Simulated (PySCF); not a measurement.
Species: hexafluorophosphate, PF6 (charge -1).
Cartesian coordinates in Å at the GFN2-xTB level; atoms count from 1:
```
atom  x, y, z in Å
F1    -0.618   -1.489    0.221
P2     0.000    0.001   -0.004
F3     0.929   -0.567   -1.216
F4    -0.928    0.568    1.208
F5     1.187   -0.331    1.062
F6    -1.186    0.333   -1.069
F7     0.619    1.491   -0.229
```

The calculation used delta-SCF UKS SCAN, pcX-2 on the ionised atom, pcseg-1 elsewhere, spin-free X2C in PySCF. Every row has its own mixed basis.

```csv
ionised atom,basis functions,E(ground) (Eh),E(ionised) (Eh)
F1,133,-941.75937,-916.49316
P2,144,-941.84842,-862.76323
```

Task: Turn these total energies into binding energies.

Result: E(ionised) − E(ground), at 27.2114 eV a hartree:

```tsv
atom	environment	difference (Eh)	binding energy (eV)
F1	phosphorus-bound fluorine	25.26621	687.53
P2	phosphorus bonded to 6 F	79.08519	2152.02
```

Task: How much do the ground-state energies differ, and what would follow from using one of them for all holes?

Result: They run from -941.8484 Eh (core basis on P2) to -941.7594 Eh (on F1), 0.0890 Eh or 2.42 eV apart, for one and the same state in different bases and grids. Pairing the ion of F1 with the ground state of P2 would put its binding energy 2.42 eV too high.

Only 1s holes are shown. Atoms equivalent by their bonding share one computed value, that of the first of them. The species carries charge -1, so core ionisation leaves a neutral species. The basis sets have no added diffuse functions. Geometry: GFN2-xTB; no solvent, vibrations or thermal averaging.

Hardware: one thread, Arm Neoverse V1, no GPU (shared host). Cost: 26 s of wall time.
